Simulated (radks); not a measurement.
All-electron atom: Pm7+ in [Kr] 4d10 4f3 5s2 5p3. All-electron calculation, scalar-relativistic Kohn-Sham, PBE, spin-polarised, spherical densities, point nucleus; open shells are filled with parallel spins first (spin-orbit coupling, left out, can overturn this in heavy ions). Program: a radial shooting solver on a logarithmic mesh with Libxc functionals.

X-ray form factor f0, the Fourier transform of the density (f0(0) = 54):

sin(theta)/lambda (1/angstrom)  f0 (electrons)
0.05                                    53.573
0.1                                     52.345
0.15                                    50.457
0.2                                     48.105
0.25                                    45.496
0.3                                     42.812
0.4                                     37.704
0.5                                     33.284
0.6                                     29.566
0.8                                     23.818
1                                       19.882
1.25                                    16.739
1.5                                     14.523
2                                       10.751
